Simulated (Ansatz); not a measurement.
`Cl[BH][ZnH]` + CH₃OH → `CO[BH][ZnH]` + HCl at 400 K and 1 bar (ligand exchange at a B–Cl bond).

Isolated molecules relaxed with PBE0-D4/def2-TZVP in Ansatz; ΔE leaves out vibrations. CCSD(T)/CBS is the MP2 limit (def2-TZVPP, def2-QZVPP) plus CCSD(T) − MP2 in def2-TZVPP, frozen cores. This one scheme is used for every species. For Zn outer-core shells are correlated without core-valence functions, which leaves a few kJ/mol of doubt a bond. Scalar relativity is left out up to krypton. Each species was taken in one conformer, which may not be the lowest.

```json
{"species": "`Cl[BH][ZnH]`", "CCSD(T)/CBS energy (Eh)": "-2264.14522", "H − E (kJ/mol)": "72.3", "S (J/(mol·K))": "319.6"}
{"species": "CH₃OH", "CCSD(T)/CBS energy (Eh)": "-115.61712", "H − E (kJ/mol)": "151.2", "S (J/(mol·K))": "252.6"}
{"species": "`CO[BH][ZnH]`", "CCSD(T)/CBS energy (Eh)": "-1919.39909", "H − E (kJ/mol)": "189.3", "S (J/(mol·K))": "353.5"}
{"species": "HCl", "CCSD(T)/CBS energy (Eh)": "-460.38127", "H − E (kJ/mol)": "29.6", "S (J/(mol·K))": "195.4"}
```

H − E and S are ideal-gas, rigid-rotor, harmonic terms from PBE0-D4/def2-TZVP, for one conformer and one mirror image of each species. 1 Eh = 2625.50 kJ/mol, R = 8.31446 J/(mol·K).

By hand: ΔE, ΔH, ΔS and ΔG.

ΔE = (-1919.39909) + (-460.38127) − (-2264.14522) − (-115.61712) = -0.01802 Eh = -47.3 kJ/mol. Δ(H − E) = 189.3 + 29.6 − 72.3 − 151.2 = -4.6, so ΔH = -51.9 kJ/mol. ΔS = 353.5 + 195.4 − 319.6 − 252.6 = -23.3 J/(mol·K). ΔG = -51.9 − 400 × (-23.3)/1000 = -42.6 kJ/mol.

By hand: the equilibrium constant, and the temperature at which ΔG would vanish if ΔH and ΔS stayed fixed.

log₁₀ K = −ΔG/(RT ln 10) = 5.6. ΔG = 0 at ΔH/ΔS = 2227 K.

ΔH outweighs TΔS. A doubt of 5 kJ/mol in ΔE shifts log₁₀ K by 0.7 here. Other conformers and mirror images would add mixing entropy, several J/(mol·K) or more a flexible species. These are equilibria of isolated gas molecules and say nothing of rates. Largest T1 diagnostic: 0.016 (customary marks: 0.02 for closed shells, 0.045 for open ones).
